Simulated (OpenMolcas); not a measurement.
Mn2+: effect of the metal basis

Mn2+ with its 6 nearest chloride ions at 2.671 Å, on the Na site of NaCl (a = 5.64056 Å, distance in the model lattice 2.820 Å). The rest of the host is ab initio model potentials to 7.6 Å and point charges beyond; the distance is set by hand and nothing relaxes, and no local charge compensation is placed.

```
Program             : OpenMolcas 26.06
Method              : SS-CASPT2, IPEA 0.25 Eh, imaginary shift 0.1 Eh (closed shells correlated: 3s 3p and the ligand valence shells)
Spin-orbit coupling : RASSI with atomic mean-field integrals over the reference wave functions
```

Fixed: ligand basis ANO-RCC-VDZP, active space 5 electrons in 5 orbitals (3d), DKH2 Hamiltonian.

States (labels of O, the rotations of Oh). Energies in cm-1 above the lowest state or level, χT in cm3 K/mol.

```json
{"Run": "A", "Metal basis": "ANO-RCC-VDZP", "Ground state": "6A1", "First gap with spin-orbit (degeneracies)": "25190 (6, 2)", "χT at 300 K": "4.386", "First state of another spin": "2S+1 = 4: 25230", "Cost": "roughly 7 core-minutes"}
{"Run": "B", "Metal basis": "ANO-RCC-VTZP", "Ground state": "6A1", "First gap with spin-orbit (degeneracies)": "23850 (6, 2)", "χT at 300 K": "4.386", "First state of another spin": "4T1 23890", "Cost": "roughly 11 core-minutes"}
```

Costs are those of the CASPT2 steps.

Roots that are degenerate in the reference are averaged as groups; the widest CASPT2 spread within a group is 470 cm-1 (the 5-fold group of multiplicity 2 near 50100 cm-1 above the lowest state of its run, A). Shifts and gaps below about the spread of the groups concerned are not significant. Over all roots computed the reference weight is 0.68 to 0.69 in A, 0.67 to 0.69 in B; a low but even weight reflects the number of correlated electrons. Ligand-to-metal charge-transfer states are missing. These CASPT2 states fit no ligand-field parameters well, so their order and spin gaps are uncertain. With no ligand orbital active B as a rule stays too high, so bands that hang on it stand too high and its fall with covalency is understated. With one d shell and no ligand orbital active, 10Dq can be off by tens of per cent for divalent 3d ions, low with halides held by bare charges and at times high in hosts. Free-ion shares, where given, are those of the reference states; single-state CASPT2 does not remix them. A group larger than the point group allows holds several states that coincide in this model. No measured value stands beside these numbers; the geometry was set by hand and not optimised.

A state without a sure symmetry label is named by its multiplicity alone.
